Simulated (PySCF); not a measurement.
## Potassium: a sound run and one with changed settings

Sound run: K+ [Ar], K(2+) [Ne] 3s2 3p5. All numbers are calculated (PySCF 2.14, scalar relativity by spin-free X2C-1e, in x2c-TZVPall (6s4p3d, 33 functions)). In the sound run the correlated levels freeze [Ne] 3s2. The sound run starts from symmetry-adapted Hartree-Fock orbitals and uses a fine grid where one is needed.

Changed run: basis STO-3G, all-electron and non-relativistic. This setting is unsound on purpose.

| species | method | sound run (hartree) | changed run (hartree) | converged |
| --- | --- | --- | --- | --- |
| K+ | UHF | -601.30155 | -593.00933 | yes |
| K+ | PBE0 | -601.88679 | -593.50786 | yes |
| K+ | r2SCAN | -602.02151 | -593.64768 | yes |
| K+ | MP2 | -601.42783 | -593.01816 | yes |
| K+ | CCSD(T) | -601.43854 | -593.01939 | yes |
| K(2+) | UHF | -600.18106 | -591.89066 | yes |
| K(2+) | PBE0 | -600.72397 | -592.34717 | yes |
| K(2+) | r2SCAN | -600.85532 | -592.48566 | yes |
| K(2+) | MP2 | -600.26435 | -591.89339 | yes |
| K(2+) | CCSD(T) | -600.27598 | -591.89385 | yes |

Ionisation energy of K+:

```tsv
method	sound run (eV)	changed run (eV)
UHF	30.490	30.441
PBE0	31.642	31.584
r2SCAN	31.734	31.620
MP2	31.660	30.606
SCS-MP2	31.596	30.600
CCSD	31.621	30.622
CCSD(T)	31.635	30.627
```

A minimal basis cannot let orbitals breathe on ionisation and holds almost no correlation. The Hamiltonian changed with the basis, so the totals do not compare.

For comparison, NIST gives 31.625 eV between the lowest levels.
